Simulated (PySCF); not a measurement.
# Spin–orbit doublets of 2p levels

Species: Cu(AsH3)Me, CH₆AsCu (singlet state).
Bonds: Cu1–As2, Cu1–C6. Hydrogens: H3, H4, H5 on As2; H7, H8, H9 on C6.

Method used: delta-SCF UKS SCAN, pcX-2 on the ionised atom (unc-x2c-TZVPall on a metal), pcseg-1 elsewhere, spin-free X2C in PySCF 2.14.0. Binding energies are ΔSCF values: E(core-ionised, relaxed orbitals) − E(ground state) at a fixed geometry, referred to the vacuum level. 2p3/2 and 2p1/2 are the ΔSCF energy of one spin-free 2p hole plus the eigenvalues of a spin–orbit and ligand-field matrix of the shell. The splitting includes the ligand field, and 2p3/2 is the mean of two sublevels.

| atom | mean of the 2p shell (eV) | splitting (eV) |
| --- | --- | --- |
| Cu1 | 944.462 | 20.653 |

Where do the two lines of each doublet lie?

2p3/2 = mean − splitting/3 and 2p1/2 = mean + 2 × splitting/3:

```json
{"atom": "Cu1", "environment": "copper bonded to As and C", "2p3/2 (eV)": "937.58", "2p1/2 (eV)": "958.23"}
```

And the 1s levels of the other atoms?

C6 (carbon bonded to Cu and 3 H) 288.33 eV.

No level of arsenic is listed. Satellites of the metal's 2p lines aren't described. Isolated species at its PBE0-D3(BJ)/def2-SVP geometry, gas phase. Metal 2p energies of this one-determinant scheme are less reliable than its 1s energies.

Time: 13 s; peak memory 0.44 GiB. Hardware: an Arm Neoverse V1 with one thread (shared host).
